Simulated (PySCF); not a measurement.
# Reading the logs of faulty runs: AlBH6NSi

Calculated results; nothing here was measured. They come from PySCF 2.14.0, an open-source quantum chemistry program, on an isolated molecule that a program drew, which may never have been made. The molecule is AlBH6NSi (charge 0, doublet), drawn as the SMILES string `[AlH][NH]B[SiH3]`.

Each row is a Hartree-Fock (HF) and frozen-core CCSD(T) single point in the cc-pV(D+d)Z basis, meant for a local HF minimum. Run 1 is clean. Each other run has one planted mistake out of seven kinds, and not every kind appears here: one electron removed, one electron added, multiplicity raised by two, geometry at a saddle point, minimal basis STO-3G, one bond length entered in bohr, all coordinates scaled. The reference is restricted for singlets and unrestricted otherwise, and also for a bond in bohr. Adding or removing an electron swaps singlet and doublet. Electrons count all cores. HOMO and LUMO are orbital energies over both spins, the gradient is its largest component, and the lowest frequency (negative if imaginary) is given only where the gradient is small. Bond lengths are over the 9 bonds as drawn. T1 is the CCSD diagnostic: over 0.02 (restricted) or 0.045 (unrestricted) a single reference is doubtful.

Geometry of the clean run:
```xyz
10
AlBH6NSi, angstrom
Al   -0.8112   -0.8637   -1.8389
N     0.2221    0.6269   -1.9578
B     0.3674    1.6152   -0.9646
Si    1.5554    3.2708   -1.1773
H    -0.7809   -1.8068   -3.1219
H     0.7463    0.7772   -2.8035
H    -0.2495    1.4646    0.0649
H     0.7566    4.5199   -1.0564
H     2.2419    3.3015   -2.4993
H     2.6055    3.3133   -0.1245
```

| run | electrons | basis functions | <S^2> | HOMO (eV) | LUMO (eV) | gradient (hartree/bohr) | lowest frequency (cm^-1) | mean bond (Å) | longest bond (Å) | T1 | HF (hartree) | CCSD(T) (hartree) | mistake |
|---|---|---|---|---|---|---|---|---|---|---|---|---|---|
| 1 | 45 | 104 | 0.754 | -8.57 | 0.97 | 8.6e-06 | 86 | 1.5054 | 2.049 | 0.0153 | -613.50817 | -613.97923 | no fault |
| 2 | 45 | 104 | 3.765 | -5.51 | -1.32 | 2.9e-02 | - | 1.5054 | 2.049 | 0.0348 | -613.34146 | -613.81012 | multiplicity raised by two |
| 3 | 46 | 104 | 0.000 | -0.48 | 6.28 | 4.5e-02 | - | 1.5054 | 2.049 | 0.0174 | -613.49600 | -614.00417 | one electron added |
| 4 | 45 | 104 | 1.554 | -8.48 | 0.92 | 1.1e-02 | - | 1.6527 | 2.816 | 0.0499 | -613.39796 | -613.86077 | ? |
| 5 | 45 | 104 | 0.756 | -8.72 | 0.86 | 2.8e-02 | - | 1.5641 | 2.129 | 0.0165 | -613.49585 | -613.97217 | ? |

**Which mistake was planted in run 4, and what did it cost?**

The mean bond changes by a factor of 1.098 and the longest by 1.374, so the molecule wasn't scaled as a whole. A length L in bohr read as angstrom grows by (1/0.5292 - 1) L = 0.890 L. The 9 bonds together grew by 9 x 0.1473 = 1.326 Å, which gives L = 1.490 Å. That is the length of one of the H-Si bonds, 1.490 Å in the clean geometry. So the mistake is: one bond length entered in bohr. Subtracting run 1 and multiplying by 627.51 kcal/mol a hartree, the energy moved by 69.2 kcal/mol in HF and 74.3 kcal/mol in CCSD(T).

**Which mistake was planted in run 5, and what did it cost?**

The mean and the longest bond both change by the same factor, 1.039, and the gradient is no longer small. So the mistake is: all coordinates scaled. Subtracting run 1 and multiplying by 627.51 kcal/mol a hartree, the energy moved by 7.7 kcal/mol in HF and 4.4 kcal/mol in CCSD(T).

Cautions from the logs. Run 4: T1 is over the limit, so its CCSD(T) energy is less reliable.
